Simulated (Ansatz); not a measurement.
A trace of molecular dynamics of a periodic cell of 17 atoms, Si16B (host Si, host structure diamond, interstitial B).

Computed with Ansatz, DFT PBE, scalar-relativistic, plane waves, PAW. Settings: PAW set soft_1, cutoff 420 eV, k mesh 2x2x2, fermi-dirac smearing 0.05 eV, spin collinear.

```yaml
ensemble: NVE (velocity Verlet)
starting_velocities_drawn_for: 3000 K
seed: 676999
```

| time (fs) | T (K) | potential energy less start (eV) | conserved less start (meV/atom) |
| --- | --- | --- | --- |
| 0.0 | 3000 | 0.000 | 0.00 |
| 20.0 | 1366 | 3.830 | 26.46 |
| 40.0 | 1953 | 2.353 | 11.08 |
| 60.0 | 1635 | 3.955 | 66.54 |
| 80.0 | 1047 | 5.489 | 85.31 |
| 100.0 | 1669 | 4.464 | 100.64 |
| 120.0 | 1255 | 6.419 | 165.29 |
| 140.0 | 2051 | 5.302 | 196.36 |
| 160.0 | 3609 | 7.262 | 501.29 |
| 180.0 | 99197 | 15.210 | 12597.72 |
| 200.0 | 1962559 | 328.076 | 257691.61 |
| 220.0 | 6948674 | 286.147 | 861818.31 |
| 240.0 | 12247148 | 52.481 | 1492666.90 |
| 260.0 | 14745382 | 84.028 | 1798448.93 |

Is this trajectory sound?

The conserved energy changed by up to 1.8e+06 meV per atom, so the integration failed: the time step of 10 fs is too long for the fastest motions that this run met, and the later frames carry no physical meaning.

Run time: 4.5 min on 1 thread of AMD EPYC 7R43 64-Core Processor (Zen 3), on a shared host, peak memory 0.75 GiB.
